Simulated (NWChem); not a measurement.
**Basis-set dependence for silole (C₄H₆Si)**

```xyz
11

C     -0.7405     0.0000     1.2913
C     -1.3553     0.0000     0.0896
Si     0.0000     0.0000    -1.2050
C      1.3553     0.0000     0.0896
C      0.7405     0.0000     1.2913
H     -1.2805     0.0000     2.2452
H     -2.4423     0.0000    -0.0123
H      0.0000     1.2109    -2.0834
H      0.0000    -1.2109    -2.0834
H      2.4423     0.0000    -0.0123
H      1.2805     0.0000     2.2452
```
Charge 0, spin multiplicity 1.

Program: NWChem. Structure: optimised with PBE0/def2-SVP, a minimum by its harmonic frequencies. It is one conformer; others weren't searched.

Hartree-Fock energies in Ha, correlation energies in mHa.

The correlated methods keep 9 core orbitals frozen. Coupled-cluster values serve here as a point of comparison, not as the truth.

| basis | functions | RHF | MP2 | SCS-MP2 | CCSD | CR-CCSD[T] | CR-CCSD(T) |
|---|---|---|---|---|---|---|---|
| STO-3G | 35 | -438.65674 | -284.5 | -300.7 | -354.9 | -358.3 | -358.2 |
| def2-SVP | 104 | -443.65222 | -616.4 | -613.4 | -667.2 | -686.9 | -686.3 |

From STO-3G to def2-SVP the Hartree-Fock energy moves by -4995.5 mHa and the MP2 correlation energy by -331.9 mHa, which is 54 % of its value in the larger set.
